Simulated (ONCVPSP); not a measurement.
## Building the ONCV potential for silicon (PBE, scalar-relativistic).

Input for ONCVPSP 4.0.1:

```
# ATOM AND REFERENCE CONFIGURATION
# atsym  z   nc   nv     iexc    psfile
  Si 14.00    3    1        4      upf
#
#   n    l    f
    1    0    2.00
    2    0    2.00
    2    1    6.00
    3    0    2.00
#
# PSEUDOPOTENTIAL AND OPTIMIZATION
# lmax
    1
#
#   l,   rc,      ep,       ncon, nbas, qcut
    0    1.55    0.00    5    9    4.80
    1    1.20    0.23    3    6    6.10
#
# LOCAL POTENTIAL
# lloc, lpopt,  rc(5),   dvloc0
    4    5    0.95   -1.00
#
# VANDERBILT-KLEINMAN-BYLANDER PROJECTORs
# l, nproj, debl
    0    1    1.60
    1    1    3.60
#
# MODEL CORE CHARGE
# icmod, fcfact, rcfact
    3    5.50    1.65
#
# LOG DERIVATIVE ANALYSIS
# epsh1, epsh2, depsh
   -3.00    5.00    0.02
#
# OUTPUT GRID
# rlmax, drl
    6.00    0.01
#
# TEST CONFIGURATIONS
# ncnf
    4
# nvcnf
#   n    l    f
    2
    3    0    2.00
    3    1    2.00
#
    2
    3    0    2.00
    3    1    1.00
#
    1
    3    0    1.00
#
    2
    3    0    1.00
    3    1    2.00
#
```

Command:

```bash
oncvpsp.x < Si.dat > Si.out
```

Resulting log (shortened: citation, most of the input echo, consistency checks and plot data are left out):

```
ONCVPSP  (Optimized Norm-Conservinng Vanderbilt PSeudopotential)
scalar-relativistic version 4.0.1

#   n    l    f        energy (Ha)
    1    0    2.00    -6.6436991E+01
    2    0    2.00    -5.9094299E+00
    2    1    6.00    -4.2963563E+00
    3    0    2.00    -1.0486860E+00

Reference configufation results
  iterations    25
  all-electron total energy (Ha)   -2.88964655D+02

Begin loop to  construct optimized pseudo wave functions
and semi-local pseudopoentials for all angular momenta

Calculating optimized projector #   1

 for l=   0

    Fraction of norm inside rc  0.302577
    Optimizing pswf for qcut=   4.81 a_B^-1,  ecut=  11.57 Ha
    Residual kinetic energy error=  3.79D-04 Ha

    Energy error per electron        Cutoff
         Ha          eV             Ha
         0.01000     0.27211        5.55
         0.00100     0.02721        8.30
         0.00010     0.00272       73.19
         0.00001     0.00027       93.52

   Wellstate for l =  1  n =  4
     eigenvalue =   0.2300
     asymptotic potential =   0.7300
     half-point radius =  3.2160

Calculating optimized projector #   1

 for l=   1

    Fraction of norm inside rc  0.054764
    Optimizing pswf for qcut=   6.12 a_B^-1,  ecut=  18.70 Ha
    Residual kinetic energy error=  1.46D-03 Ha

    Energy error per electron        Cutoff
         Ha          eV             Ha
         0.01000     0.27211        3.44
         0.00100     0.02721       24.35
         0.00010     0.00272       84.29

Construct Vanderbilt / Kleinmman-Bylander projectors

Model core correction analysis
  based on d2Exc/dn_idn_j

d2excae - all-electron derivatives

   -5.744487D-02

d2excps - pseudofunction derivatives with no core correction

   -6.300717D-02

rms 2nd derivative error    5.562292E-03

rmatch, rhocmatch    1.2199    0.5742

Teter function model core charge with specified parameters

d2excps - pseudofunction derivatives with core correction

   -4.723361D-02

rms 2nd derivative error    1.021126E-02

Pseudoatom total energy   -2.928211

Diagnostic tests using Vanderbilt-Kleinman-Bylander pseudopotentials
  1 or more projectors used as specified by nproj input data

   l    rcore       rmatch      e in        delta e   norm test  slope test

   0   1.5589620   1.6062955  -1.0486860  -0.0000020   1.0000020   0.9999691

   1   1.2053755   1.2419733   0.2300000  -0.0008508   0.9999644   0.9999644

 Testing for bound ghosts
   n   l    E NL Schr. Eq   E Basis Diag.   E Cutoff

       0                       -1.198242    107.06  WARNING - GHOST(-)
   1   0       -1.048688       -1.042323    107.06

   2   1       -0.762972       -0.661746     66.27

 Testing for highly-localized positive-energy ghosts
       l    <radius>/rc     E Basis Diag.   E Cutoff

Test configuration 0

   n   l     f        eae           eps        diff
   1   0  2.0000  -66.43699071
   2   0  2.0000   -5.90942986
   2   1  6.0000   -4.29635628
   3   0  2.0000   -1.04868596   -1.04868801   -2.05D-06

    Total energies and differences
      AE_ref= -2.88964655D+02  AE_tst= -2.88964655D+02  dif=  0.00D+00
      PS_ref= -2.92821139D+00  PS_tst= -2.92821139D+00  dif=  2.66D-15
      PSP excitation error= -2.66D-15

Test configuration 1

psatom: WARNING lschvkbb convergence error n,l,iter=   1   0  22
ea(ii),et,emin,emax -7.597720E-01 -8.357492E-01 -8.357492E-01 -8.357492E-01
run_config: WARNING for fully non-local PS atom, stg. 2
 WARNING no output for configuration 2

Test configuration 2

psatom: WARNING lschvkbb convergence error n,l,iter=   1   0  36
ea(ii),et,emin,emax -7.921867E-01 -8.714054E-01 -8.714054E-01 -8.714054E-01
run_config: WARNING for fully non-local PS atom, stg. 2
 WARNING no output for configuration 3

Test configuration 3

psatom: WARNING lschvkbb convergence error n,l,iter=   1   0  17
ea(ii),et,emin,emax -1.155545E+00 -1.164343E+00 -1.164343E+00 -1.164343E+00
run_config: WARNING for fully non-local PS atom, stg. 1
 WARNING no output for configuration 4

Test configuration 4

psatom: WARNING lschvkbb convergence error n,l,iter=   1   0  17
ea(ii),et,emin,emax -1.155545E+00 -1.164343E+00 -1.164343E+00 -1.164343E+00
run_config: WARNING for fully non-local PS atom, stg. 1
 WARNING no output for configuration 5
```

Note: ghosts flagged at negative energy: s at -32.6 eV; no localised positive-energy state flagged. A true bound ghost makes a file unfit for plane-wave use.

The run took about 1.6 s on one core of a shared server CPU.
